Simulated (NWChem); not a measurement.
Species: CH$_{7}$NOSi; SMILES C[SiH](N)O

```xyz
11

Si     0.0936     0.0850    -0.3473
C      0.3399    -1.7021     0.1848
N     -1.4912     0.5457     0.1841
O      1.2268     1.1357     0.2876
H      0.3320     0.2205    -1.8088
H     -0.3549    -2.3722    -0.3373
H      0.1865    -1.8342     1.2627
H      1.3572    -2.0347    -0.0503
H     -1.9229     1.4015    -0.1435
H     -2.1881    -0.1657     0.3665
H      1.1013     1.3275     1.2286
```
Atoms are numbered in this order, from 1.

The geometry was optimised at B3LYP/6-31G* (spherical d).

 Unshifted, non-relativistic core excitations; the lowest 4 roots alone, so stronger bands may lie above.

List the first C K-edge excitations from BHandHLYP/6-311G** (spherical d), restricted-window TDA (NWChem).


| state | energy (eV) | dipole oscillator strength | leading excitation (squared amplitude) |
|---|---|---|---|
| S1 | 285.5 | 0.0051 | 1s of atom 2 or its equivalents → LUMO+2 (0.47) |
| S2 | 286.2 | 0.0399 | 1s of atom 2 or its equivalents → LUMO+5 (0.40) |
| S3 | 286.3 | 0.0416 | 1s of atom 2 or its equivalents → LUMO+3 (0.38) |
| S4 | 286.8 | 0.0020 | 1s of atom 2 or its equivalents → LUMO+1 (0.71) |
